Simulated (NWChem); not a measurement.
Everything below was run with NWChem. System: FIn, charge 1, spin multiplicity 2, at the geometry of a parent with another charge or spin, in a state set for the comparison that need not be this species' ground state. Its SCF solution wasn't tested for a lower state. Level: PBE/x2c-SVPall-2c, spin-orbit ZORA.

The NWChem input:

```
start mol
memory heap 200 mb stack 900 mb global 1100 mb
charge 1
geometry units angstroms nocenter noautoz noautosym
  In     0.000000     0.000000    -0.311099
  F      0.000000     0.000000     1.693760
end
basis spherical
  * library x2c-svpall-2c
end
relativistic
  zora on
end
dft
  xc xpbe96 cpbe96
  odft
  mult 2
  semidirect memsize 60000000 filesize 0
  iterations 100
  grid fine
end
task sodft energy
```

NWChem printed:

```
             Northwest Computational Chemistry Package (NWChem) 7.3.0
             --------------------------------------------------------

                                NWChem Input Module
                                -------------------

 Scaling coordinates for geometry "geometry" by  1.889725989
 (inverse scale =  0.529177249)

                             Geometry "geometry" -> ""
                             -------------------------

 Output coordinates in angstroms (scale by  1.889725989 to convert to a.u.)

  No.       Tag          Charge          X              Y              Z
 ---- ---------------- ---------- -------------- -------------- --------------
    1 In                  49.0000     0.00000000     0.00000000    -0.31109900
    2 F                    9.0000     0.00000000     0.00000000     1.69376000

 Effective nuclear repulsion energy (a.u.)     116.4007876907

            Nuclear Dipole moment (a.u.)
            ----------------------------
        X                 Y               Z
 ---------------- ---------------- ----------------
     0.0000000000     0.0000000000    -0.0000207870


 Summary of "ao basis" -> "" (spherical)
 ------------------------------------------------------------------------------
       Tag                 Description            Shells   Functions and Types
 ---------------- ------------------------------  ------  ---------------------
 *                       x2c-svpall-2c                on all atoms

  pbe96 is a nonlocal functional; adding pw91lda local functional.

                                 NWChem DFT Module
                                 -----------------

 Summary of "ao basis" -> "ao basis" (spherical)
 ------------------------------------------------------------------------------
       Tag                 Description            Shells   Functions and Types
 ---------------- ------------------------------  ------  ---------------------
 In                      x2c-svpall-2c              18       50   6s8p4d
 F                       x2c-svpall-2c               6       14   3s2p1d

 Summary of "ao basis" -> "ao basis" (spherical)
 ------------------------------------------------------------------------------
       Tag                 Description            Shells   Functions and Types
 ---------------- ------------------------------  ------  ---------------------
 In                      x2c-svpall-2c              18       50   6s8p4d
 F                       x2c-svpall-2c               6       14   3s2p1d

            General Information
            -------------------
          SCF calculation type: DFT
          Wavefunction type:  spin polarized.
          No. of atoms     :     2
          No. of electrons :    57
           Alpha electrons :    29
            Beta electrons :    28
          Charge           :     1
          Spin multiplicity:     2
          Use of symmetry is: off; symmetry adaption is: off
          Maximum number of iterations: 100
          AO basis - number of functions:    64
                     number of shells:    24
          Convergence on energy requested:  1.00D-06
          Convergence on density requested:  1.00D-05
          Convergence on gradient requested:  5.00D-04

              XC Information
              --------------
          PerdewBurkeErnzerhof Exchange Functional  1.000
            Perdew 1991 LDA Correlation Functional  1.000 local
           PerdewBurkeErnz. Correlation Functional  1.000 non-local

             Grid Information
             ----------------
          Grid used for XC integration:  fine
          Radial quadrature: Mura-Knowles
          Angular quadrature: Lebedev.
          Tag              B.-S. Rad. Rad. Pts. Rad. Cut. Ang. Pts.
          ---              ---------- --------- --------- ---------
          In                  1.55      141           7.0       974
          F                   0.50       70           7.0       590
          Grid pruning is: on
          Number of quadrature shells:   211
          Spatial weights used:  Erf1

          Convergence Information
          -----------------------
          Convergence aids based upon iterative change in
          total energy or number of iterations.
          Levelshifting, if invoked, occurs when the
          HOMO/LUMO gap drops below (HL_TOL):  1.00D-02
          DIIS, if invoked, will attempt to extrapolate
          using up to (NFOCK): 10 stored Fock matrices.

                    Damping( 0%)  Levelshifting(0.5)       DIIS
                  --------------- ------------------- ---------------
          dE  on:    start            ASAP                start
          dE off:    2 iters        100 iters           100 iters

      Screening Tolerance Information
      -------------------------------
          Density screening/tol_rho:  1.00D-10
          AO Gaussian exp screening on grid/accAOfunc:  14
          CD Gaussian exp screening on grid/accCDfunc:  20
          XC Gaussian exp screening on grid/accXCfunc:  20
          Schwarz screening/accCoul:  1.00D-10

 Performing spin-orbit DFT (SO-DFT) calculations
 -----------------------------------------------

          Performing ZORA calculations
          ----------------------------

      Superposition of Atomic Density Guess
      -------------------------------------

 Sum of atomic energies:       -5724.11146453

       Generating atomic ZORA corrections
       ----------------------------------

 Grid integrated density:      58.000000646489
 Requested integration accuracy:   0.10E-06

      Superposition of Atomic Density Guess
[...]
------------------------------------------------------------

   convergence    iter        energy       DeltaE   RMS-Dens  Diis-err    time
 ---------------- ----- ----------------- --------- --------- ---------  ------
 d= 0,ls=0.0,diis     1  -6039.0907450406 -6.16D+03  7.90D-02  5.43D+03     3.9
                                                     8.14D-02  5.43D+03
 d= 0,ls=0.0,diis     2  -6034.1797266178  4.91D+00  9.23D-02  2.14D+01     4.1
                                                     9.16D-02  2.14D+01
 d= 0,ls=0.5,diis     3  -6002.4671804519  3.17D+01  7.48D-02  8.66D+01     4.3
                                                     7.68D-02  8.66D+01
 d= 0,ls=0.5,diis     4  -6039.3814697902 -3.69D+01  2.41D-02  1.44D+01     4.5
                                                     1.56D-02  1.44D+01
 d= 0,ls=0.5,diis     5  -6041.8783667495 -2.50D+00  1.19D-02  3.36D+00     4.6
                                                     5.96D-03  3.36D+00
 d= 0,ls=0.5,diis     6  -6042.4451009180 -5.67D-01  8.04D-03  1.18D+00     4.8
                                                     5.97D-03  1.18D+00
 d= 0,ls=0.5,diis     7  -6042.7086562970 -2.64D-01  4.80D-03  1.93D-01     5.0
                                                     3.93D-03  1.93D-01
 d= 0,ls=0.5,diis     8  -6042.7736220628 -6.50D-02  2.26D-03  3.69D-02     5.2
                                                     1.73D-03  3.69D-02
 d= 0,ls=0.0,diis     9  -6042.7873939074 -1.38D-02  2.82D-03  2.08D-02     5.4
                                                     6.19D-03  2.08D-02
 d= 0,ls=0.0,diis    10  -6042.8004955014 -1.31D-02  4.28D-04  2.74D-03     5.6
                                                     1.52D-04  2.74D-03
 d= 0,ls=0.0,diis    11  -6042.8009185179 -4.23D-04  1.20D-04  1.64D-03     5.8
                                                     4.98D-05  1.64D-03
 d= 0,ls=0.0,diis    12  -6042.8010596987 -1.41D-04  1.79D-04  9.97D-04     6.0
                                                     3.66D-04  9.97D-04
 d= 0,ls=0.0,diis    13  -6042.8013099921 -2.50D-04  4.09D-05  2.74D-05     6.2
                                                     1.08D-04  2.74D-05
 d= 0,ls=0.0,diis    14  -6042.8013169729 -6.98D-06  7.34D-06  1.67D-06     6.3
                                                     1.66D-05  1.67D-06
 d= 0,ls=0.0,diis    15  -6042.8013173731 -4.00D-07  7.83D-07  1.03D-08     6.5
                                                     1.83D-06  1.03D-08
  zoraso: enough mem for repl

      Total SO-DFT energy =    -6042.801317376143
      One electron energy =    -8510.564917691812
           Coulomb energy =     2522.373663890959
    Exchange-Corr. energy =     -171.010851266029
 Nuclear repulsion energy =      116.400787690739

       Scaling correction =       78.089373178635

 Numeric. integr. density =       57.000000565974

     Total iterative time =      4.1s

                       DFT Final Molecular Orbital Analysis
                       ------------------------------------

 Vector   55  Occ=1.000000D+00  E=-5.480081D-01
              MO Center=  3.4D-12, -1.8D-14, -1.3D-04, r^2= 1.6D-03
  Bfn.         Coefficient        Function           Bfn.         Coefficient        Function
  ----     -------------------  ------------         ----     -------------------  ------------
   119     0.000001   0.466188  2 F  py               118     0.466188   0.000001  2 F  px
   122     0.000001   0.312629  2 F  py               121     0.312629   0.000001  2 F  px
   101    -0.000000  -0.064012  1 In d -1             103     0.064012   0.000000  1 In d  1
    84     0.000000   0.063864  1 In py                83     0.063864   0.000000  1 In px
    87     0.000000   0.060368  1 In py                86     0.060368   0.000000  1 In px

 Vector   56  Occ=1.000000D+00  E=-5.463292D-01
              MO Center=  2.5D-13, -4.8D-13, -8.4D-07, r^2= 2.7D-06
  Bfn.         Coefficient        Function           Bfn.         Coefficient        Function
  ----     -------------------  ------------         ----     -------------------  ------------
   118     0.045020  -0.464290  2 F  px               119    -0.464290  -0.045018  2 F  py
   121     0.030313  -0.312618  2 F  px               122    -0.312618  -0.030312  2 F  py
   103     0.006342  -0.065405  1 In d  1             101     0.065405   0.006342  1 In d -1
    86     0.005816  -0.059985  1 In px                87    -0.059985  -0.005816  1 In py
    83     0.005523  -0.056956  1 In px                84    -0.056956  -0.005522  1 In py

 Vector   57  Occ=1.000000D+00  E=-5.360174D-01
              MO Center= -1.6D-09,  1.0D-08, -1.8D-01, r^2= 2.7D+00
  Bfn.         Coefficient        Function           Bfn.         Coefficient        Function
  ----     -------------------  ------------         ----     -------------------  ------------
     5    -0.876503   0.000000  1 In s                  4     0.512915  -0.000000  1 In s
    56    -0.379569  -0.000000  2 F  pz                59    -0.270750  -0.000000  2 F  pz
    21     0.222802  -0.000000  1 In pz                15    -0.175266   0.000000  1 In pz
     3    -0.136536   0.000000  1 In s                  6    -0.104980  -0.000000  1 In s
    38    -0.100277  -0.000000  1 In d  0              24     0.095787  -0.000000  1 In pz

 Vector   58  Occ=0.000000D+00  E=-4.955378D-01
              MO Center=  1.7D-11, -1.9D-11, -1.8D-05, r^2= 6.1D-04
  Bfn.         Coefficient        Function           Bfn.         Coefficient        Function
  ----     -------------------  ------------         ----     -------------------  ------------
    69     0.426910  -0.683900  1 In s                 68    -0.251789   0.403360  1 In s
   120     0.222121  -0.355832  2 F  pz               123     0.164214  -0.263067  2 F  pz
    85    -0.111548   0.178697  1 In pz                79     0.089691  -0.143682  1 In pz
    67     0.066730  -0.106899  1 In s                 70     0.066199  -0.106050  1 In s
   102     0.064822  -0.103843  1 In d  0              88    -0.045213   0.072430  1 In pz

 Vector   59  Occ=0.000000D+00  E=-3.366561D-01
              MO Center= -5.2D-09,  1.3D-08, -1.8D-01, r^2= 1.6D+00
  Bfn.         Coefficient        Function           Bfn.         Coefficient        Function
  ----     -------------------  ------------         ----     -------------------  ------------
    23    -0.295130  -0.288870  1 In py                22     0.288871  -0.295129  1 In px
    20    -0.291959  -0.285767  1 In py                19     0.285767  -0.291959  1 In px
    14     0.202193   0.197904  1 In py                13    -0.197905   0.202192  1 In px
    55     0.080352   0.078648  2 F  py                54    -0.078648   0.080352  2 F  px
    11    -0.069563  -0.068088  1 In py                10     0.068088  -0.069563  1 In px

 Vector   60  Occ=0.000000D+00  E=-3.249799D-01
              MO Center= -1.1D-08,  1.7D-08, -1.9D-01, r^2= 1.7D+00
  Bfn.         Coefficient        Function           Bfn.         Coefficient        Function
  ----     -------------------  ------------         ----     -------------------  ------------
    22     0.325492   0.300767  1 In px                23    -0.300767   0.325492  1 In py
    19     0.277206   0.256149  1 In px                20    -0.256149   0.277206  1 In py
    13    -0.211174  -0.195133  1 In px                14     0.195133  -0.211175  1 In py
    10     0.109524   0.101205  1 In px                11    -0.101205   0.109524  1 In py
    54    -0.080229  -0.074135  2 F  px                55     0.074135  -0.080229  2 F  py

   alpha - beta orbital overlaps
   -----------------------------

   alpha      1      2      3      4      5      6      7      8      9     10
    beta      1      2      3      4      5      5      7      8      9     10
 overlap   1.164  1.497  1.721  1.539  0.572  0.026  1.261  1.261  1.261  1.578

   alpha     11     12     13     14     15     16     17     18     19     20
    beta     11     12     13     14     15      7      8      9     13     14
 overlap   1.578  1.565  1.194  1.194  1.194  0.012  0.012  0.012  0.064  0.064

   alpha     21     22     23     24     25     26     27     28     29     30
    beta     15     54     55      5     13     14     15      7      8      9
 overlap   0.066  0.055  0.055  0.015  0.023  0.023  0.024  0.059  0.059  0.058

   alpha     31     32     33     34     35     36     37     38     39     40
    beta     31     32     33     34     35     36     37     38     39     40
 overlap   1.116  1.117  1.116  1.117  1.116  1.082  1.086  1.081  1.086  1.082

   alpha     41     42     43     44     45     46     47     48     49     50
    beta     36     55     38     54     40     36     37     38     39     40
 overlap   0.036  0.038  0.035  0.038  0.036  0.022  0.022  0.022  0.022  0.022

   alpha     51     52     53     54     55     56     57     58     59     60
    beta     51     52     52     54     55      5     54     55      5     36
 overlap   1.078  0.400  0.288  0.438  0.438  0.379  0.291  0.291  0.228  0.000

   alpha     61     62     63     64
    beta     55      5     54     40
 overlap   0.007  0.008  0.007  0.000

     --------------------------
     Expectation value of S2:
     --------------------------
      <S2> =      0.7607 (Exact =     0.7500)

     Multipole analysis of the density
     ---------------------------------

     L   x y z        total         alpha         beta         nuclear
     -   - - -        -----         -----         ----         -------
     0   0 0 0      1.000000    -28.999660    -28.000340     58.000000

     1   1 0 0      0.000000      0.000000      0.000000      0.000000
     1   0 1 0     -0.000000     -0.000000     -0.000000      0.000000
     1   0 0 1     -1.375190     -0.666586     -0.708583     -0.000021

     2   2 0 0    -16.619346     -9.100972     -7.518374      0.000000
     2   1 1 0     -0.000000     -0.000000     -0.000000      0.000000
     2   1 0 1      0.000000      0.000000      0.000000      0.000000
     2   0 2 0    -16.619346     -9.100972     -7.518374      0.000000
     2   0 1 1     -0.000000     -0.000000     -0.000000      0.000000
     2   0 0 2    -18.547163    -67.464515    -60.220634    109.137986

 Task  times  cpu:        6.7s     wall:        6.7s

 Total times  cpu:        6.7s     wall:        6.7s
```
